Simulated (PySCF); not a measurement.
Sulfur: a sound run and one with changed settings

Sound run: S⁺ [Ne] 3s2 3p3, S²⁺ [Ne] 3s2 3p2. Computed with PySCF 2.14 in cc-pV(T+d)Z, with the non-relativistic Hamiltonian (point nucleus). The sound run starts from symmetry-adapted Hartree-Fock orbitals and uses a fine grid where one is needed.

Changed run: radial step 1.2 in ln r (0.13 in the sound run). This setting is unsound on purpose.

```tsv
species	method	sound run (hartree)	changed run (hartree)	converged
S⁺	UHF	-397.17001	-397.17001	yes
S⁺	PBE	-397.56125	-399.14010	yes
S⁺	BP86	-397.76640	-399.37040	yes
S²⁺	UHF	-396.33505	-396.33505	yes
S²⁺	PBE	-396.70419	-398.09577	yes
S²⁺	BP86	-396.90845	-398.32526	yes
```

Ionisation energy of S⁺:

```tsv
method	sound run (eV)	changed run (eV)
UHF	22.720	22.720
PBE	23.322	28.418
BP86	23.346	28.440
```

A coarse radial grid mis-integrates the density and the exchange-correlation energy, with errors of either sign; Hartree-Fock needs no grid.

For comparison, NIST gives 23.338 eV between the lowest levels.
